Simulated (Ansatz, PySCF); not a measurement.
Species: PbCl, net charge 1, singlet state. SMILES: [Cl][Pb+]
Coordinates optimised at B3LYP-D3(BJ)/def2-TZVP (Ansatz, a quantum-chemistry and plane-wave program):
```
Pb
Cl 1 2.3729
```
Charge +1, spin multiplicity 1.

Property: vertical ionisation energy (to the doublet state of charge +2; each state is the SCF solution reached for its spin), in eV. Cores are frozen in the correlated levels unless marked. UHF or UKS for open shells. No spin-orbit coupling. The frozen core is the preceding noble-gas configuration, with the filled d and f shells of earlier blocks. In def2 rows, elements after Kr have scalar-relativistic effective core potentials. CBS(X,Y): correlation extrapolated as X^-3; Hartree-Fock from the larger set.

```
level                                 program  vertical ionisation energy (eV)  minus last row
------------------------------------  -------  -------------------------------  --------------
SVWN5/def2-TZVPD                       Ansatz                            17.45            0.45
PBE/def2-TZVPD                         Ansatz                            17.09            0.09
r2SCAN/def2-TZVPD                      Ansatz                            17.05            0.05
B3LYP/def2-TZVPD                       Ansatz                            17.04            0.04
PBE0/def2-TZVPD                        Ansatz                            16.95           -0.05
BHLYP/def2-TZVPD                       Ansatz                            16.73           -0.27
CAM-B3LYP/def2-TZVPD                   Ansatz                            16.97           -0.03
wB97M-V/def2-TZVPD                     Ansatz                            16.93           -0.07
CCSD/def2-SVPD                         Ansatz                            16.66           -0.34
CCSD/def2-QZVPPD                       Ansatz                            16.78           -0.22
CCSD/CBS(def2-TZVPPD,def2-QZVPPD)      Ansatz                            16.85           -0.15
CCSD(T)/def2-SVPD                      Ansatz                            16.76           -0.24
CCSD(T)/def2-TZVPPD                    Ansatz                            16.81           -0.19
CCSD(T)/def2-QZVPPD                    Ansatz                            16.92           -0.08
CCSD(T)/CBS(def2-TZVPPD,def2-QZVPPD)   Ansatz                            17.00            0.00
```

For comparison, minus the highest occupied orbital energy (PySCF): 13.44 eV at M06-L/def2-TZVPD, 13.40 eV at TPSS/def2-TZVPD, 13.48 eV at BP86/def2-TZVPD.
